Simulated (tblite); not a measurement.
Species: C14H10S.
Cartesian coordinates in Å at the GFN2-xTB level; atoms count from 1:
```xyz
25
C14H10S angstrom
C     -4.8448    0.4166    0.3238
C     -3.9708   -0.5563    0.0929
C     -2.5190   -0.4365    0.0716
C     -1.7541   -1.5844   -0.1875
C     -0.3788   -1.5488   -0.2243
C      0.2869   -0.3465    0.0002
C     -0.4808    0.8023    0.2600
C     -1.8605    0.7701    0.2971
S      0.5076    2.2251    0.5199
C      1.9648    1.2854    0.2815
C      3.2599    1.7725    0.3409
C      4.3039    0.8929    0.1281
C      4.0583   -0.4506   -0.1399
C      2.7678   -0.9346   -0.1985
C      1.6980   -0.0685    0.0127
H     -4.5485    1.4313    0.5267
H     -5.9049    0.2293    0.3182
H     -4.3401   -1.5557   -0.1038
H     -2.2653   -2.5202   -0.3624
H      0.1862   -2.4463   -0.4257
H     -2.4092    1.6757    0.4996
H      3.4412    2.8158    0.5489
H      5.3208    1.2531    0.1704
H      4.8894   -1.1204   -0.3030
H      2.5811   -1.9773   -0.4066
```

Computed values, GFN2-xTB/tblite, gas phase, harmonic and unscaled. Against measured fundamentals such values can be off by several per cent, at times by over 20. One conformer, not necessarily the lowest.

Problem. How many normal modes are there?

Solution. 25 atoms, non-linear: 3N − 6 = 69.

Problem. What is the point group of the computed structure, and how do the modes divide by symmetry?

Solution. Cs. The vibrations span 47 a′ + 22 a″.

Problem. How many distinct wavenumbers does the calculation give?

Solution. 69: Cs has no degenerate species.

Problem. How many fundamentals are allowed in the infrared by symmetry?

Solution. 69 of 69: in Cs every mode is allowed. All fundamentals are allowed in the Raman spectrum.

Problem. Zero-point energy?

Solution. ½Σν̃ = 41291 cm⁻¹ = 494.0 kJ/mol (69 modes); those above 1550 cm⁻¹ give 232.6 kJ/mol of it.

Hardware: Intel Xeon 6975P-C, one thread, no GPU, shared host. Cost: 1.8 s wall. This covers the Hessian and the dipole derivatives.
